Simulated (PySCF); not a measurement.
Electron correlation in Hg⁺ (mercury, charge +1)

[Xe] 4f14 5d9 6s1 6p1, one real determinant (an excited configuration). Calculation: PySCF 2.14, in aug-cc-pVDZ-PP with ECP60MDF (5s5p4d2f, 54 functions); a scalar-relativistic core potential. Frozen: 5s2 5p6; 11 electrons correlated.

| level | correlation energy (mhartree) |
| --- | --- |
| CCSD | -251.98 |
| (T) | -4.73 |
| CCSD(T) | -256.71 |

Diagnostics: T1 = 0.0077, D1 = 0.0282, largest double amplitude 0.060.

Problem. Is a single reference adequate?

Solution. Yes, within this model without spin-orbit coupling: T1 lies below 0.03 and no double amplitude reaches 0.07.

The reference is one real determinant that mixes LS terms of this configuration.
